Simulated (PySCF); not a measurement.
Stepwise substitution at one centre (B SiH3-I). Isolated molecules, 0 K electronic values unless said otherwise. Strings in code marks are SMILES.

The S1 excitation (TDA) from two functionals at the same geometries (r2SCAN-D4/def2-TZVP), both in PySCF: PBE-D3(BJ)/def2-TZVP and r2SCAN-D4/def2-TZVP. Excitations are Tamm–Dancoff values on a coarser integration grid. The basis has no diffuse functions, so Rydberg states are missing or too high.

```
species                                              PBE-D3(BJ)/def2-TZVP (eV)  r2SCAN-D4/def2-TZVP (eV)
---------------------------------------------------  -------------------------  ------------------------
0 of 3 SiH3 replaced by I (`[SiH3]B([SiH3])[SiH3]`)                       3.09                      3.41
1 of 3 SiH3 replaced by I (`IB([SiH3])[SiH3]`)                            2.54                      2.86
2 of 3 SiH3 replaced by I (`[SiH3]B(I)I`)                                 3.06                      3.46
3 of 3 SiH3 replaced by I (`IB(I)I`)                                      3.09                      3.51
```

Over these rows, drawn at random from the members with no instability flagged (it was tested for open shells, ions and some series alone), PBE minus r2SCAN-D4: mean -0.36 eV, from -0.42 eV to -0.32 eV.
